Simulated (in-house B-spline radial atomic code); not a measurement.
As⁵⁺. Computed with a B-spline radial atomic code. Model: all-electron spherical atom, spin shells full or empty, radial basis limit, no spin-orbit coupling: exact exchange with a local potential (Slater, KLI or optimised effective potential, whose far tail is KLI's), no correlation.

Exchange potential has not reached -1/r at the last radius.

The run also made RPA and GW results, which its time includes.

The Slater potential averages the orbital exchange potentials with the orbital densities as weights, KLI adds orbital constants, and the optimised effective potential minimises the exact-exchange energy among local potentials. So their energies lie above Hartree-Fock in the order OEP, KLI, Slater. All fall off as −1/r, unlike LDA and GGA exchange.

Command:
```bash
python run_gw.py task.json out
```
Settings (nuclear radius in fm, other lengths in bohr, energies in hartree):
```
Z                      33
electrons              28
configuration          [Ar] 3d10
hamiltonian            x2c
method                 kli
lmax                   9
rms_radius             4.0968
spin_polarised         False
box_radius             10.43
intervals              99
```

Time taken, with all properties: 6.3 s on 1 thread of Arm Neoverse N1, on a shared host.

Given: hamiltonian one-electron scalar X2C; mean-field start exchange-only KLI.

Computed: energy above Hartree-Fock 9.0138 millihartree.

| radius (bohr) | r times exchange potential (hartree bohr) |
| --- | --- |
| 0.00152 | -0.042364 |
| 0.00185 | -0.051486 |
| 0.00227 | -0.063039 |
| 0.00277 | -0.076692 |
| 0.00339 | -0.093454 |
| 0.00414 | -0.11345 |
| 0.00507 | -0.13776 |
| 0.00619 | -0.16624 |
| 0.00757 | -0.20002 |
| 0.00926 | -0.23926 |
| 0.0113 | -0.28329 |
| 0.0138 | -0.33211 |
| 0.0169 | ? |
| 0.0207 | -0.43767 |
| 0.0253 | -0.48594 |
| 0.031 | -0.52487 |
| 0.0379 | -0.54755 |
| 0.0463 | -0.55162 |
| 0.0566 | -0.54646 |
| 0.0692 | -0.56385 |
| 0.0846 | -0.63854 |
| 0.103 | -0.75709 |
| 0.127 | -0.88695 |
| 0.155 | -0.97467 |
| 0.189 | -0.99968 |
| 0.231 | -0.95748 |
| 0.283 | -0.92568 |
| 0.346 | -1.0583 |
| 0.423 | -1.3035 |
| 0.517 | -1.5163 |
| 0.633 | -1.629 |
| 0.774 | ? |
| 0.946 | -1.5115 |
| 1.16 | -1.3607 |
| 1.41 | -1.2286 |
| 1.73 | -1.1309 |
| 2.11 | -1.0749 |

Problem. What belongs in the row 0.0169?

Solution. r times exchange potential (hartree bohr): -0.38474.

Problem. What belongs in the row 0.774?

Solution. r times exchange potential (hartree bohr): -1.6187.

```csv
occupied,level (hartree),Hartree-Fock level (hartree)
1s,-433.07,-441.5
2s,?,?
2p,-50.867,-52.985
3s,-10.071,-10.725
3p,-7.9821,-8.3942
3d,-4.5268,-4.5296
```

Problem. What belongs in the row 2s?

Solution. level (hartree): -57.579; Hartree-Fock level (hartree): -60.264.

```csv
empty,level (hartree)
4s,-2.9987
4p,-2.4835
4d,-1.7287
5s,?
5p,-1.293
```

Problem. What belongs in the row 5s?

Solution. level (hartree): -1.4848.

The highest level, 3d, differs from Hartree-Fock by +0.078 eV and the deepest, 1s, by +229 eV: a local potential can match the highest level but can't give each shell its own exchange.
